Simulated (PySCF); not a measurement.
Al(Me)2(NH3) (C₂H₉AlN), SMILES [CH3][Al+]([CH3])<-[NH3] (connectivity only; charge and spin as stated), charge +1, multiplicity 1. Atoms are numbered in the order given.

```xyz
13

Al     0.0049     0.2295     0.0552
C      1.4006     1.0837    -0.9485
H      2.3993     0.6907    -0.6865
H      1.4246     2.1698    -0.7637
H      1.2836     0.9421    -2.0376
C     -1.3739     0.5651     1.3484
H     -2.3672     0.2210     1.0106
H     -1.4616     1.6404     1.5733
H     -1.1739     0.0531     2.3068
N     -0.0275    -1.7419    -0.4217
H     -0.7443    -1.9615    -1.1268
H     -0.2478    -2.3516     0.3763
H      0.8561    -2.0872    -0.8171
```
Charge +1, spin multiplicity 1.

Geometry: r2SCAN-D4/def2-SVP. The spin state was assumed, not searched. The isomer is the one that the SMILES or the coordinates give; other isomers of the formula were not compared.

The numbers are results of PBE/def2-TZVP in PySCF, not measurements.

ESP charges are fitted to the potential on shells at 1.4 to 2.0 van der Waals radii. Atomic charges (e):

```tsv
atom	ESP fit	Löwdin
Al1	1.13	0.35
C2	-0.93	-0.46
H3	0.24	0.16
H4	0.24	0.17
H5	0.23	0.16
C6	-0.96	-0.46
H7	0.24	0.16
H8	0.25	0.17
H9	0.24	0.16
N10	-0.78	-0.04
H11	0.37	0.21
H12	0.37	0.21
H13	0.37	0.21
```
